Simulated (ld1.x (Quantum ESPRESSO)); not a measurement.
promethium (Pm): excitation energies, all-electron against TM

```
Element                 : Pm (Z = 61)
Generator               : ld1.x (Quantum ESPRESSO) 7.5
Type                    : norm-conserving Troullier–Martins (Kleinman–Bylander form)
Functional              : PBE
Relativity              : scalar-relativistic
Frozen core             : [Kr] 4d10 5s2
Valence charge          : 13
Reference configuration : 4f5 5p6 5d1 6s1 6p0
Partial waves           : 5p (bound): rc 2.00 bohr; 5d (bound): rc 4.20 bohr; 4f (bound): rc 1.05 bohr; 6s (bound): rc 2.80 bohr
Local potential         : the s channel
Core correction         : none
```

Energies are relative to the spin-unpolarised reference configuration 4f5 5p6 5d1 6s1 6p0; without spin polarisation the order of configurations can differ from experiment.

(1) Give the all-electron excitation energy and the error of the potential for: 4f5 5p6 5d0 6s2 6p0; 4f5 5p6 5d0 6s1 6p0; 4f5 5p6 5d0 6s0 6p0; 4f4 5p6 5d0 6s2 6p0; 4f5 5p6 5d0.5 6s1.5 6p0; 4f4 5p6 5d1 6s2 6p0; 4f5 5p6 5d0 6s1.5 6p0.

Results:

(1)

| valence configuration | charge | ΔE all-electron (eV) | error AE − PS (meV) |
| --- | --- | --- | --- |
| 4f5 5p6 5d0 6s2 6p0 | 0 | -1.855 | +12 |
| 4f5 5p6 5d0 6s1 6p0 | +1 | 4.018 | +25 |
| 4f5 5p6 5d0 6s0 6p0 | +2 | 14.958 | +34 |
| 4f4 5p6 5d0 6s2 6p0 | +1 | 6.872 | -325 |
| 4f5 5p6 5d0.5 6s1.5 6p0 | 0 | -0.954 | +2.9 |
| 4f4 5p6 5d1 6s2 6p0 | 0 | 0.581 | -769 |
| 4f5 5p6 5d0 6s1.5 6p0 | +0.5 | 0.485 | +17 |
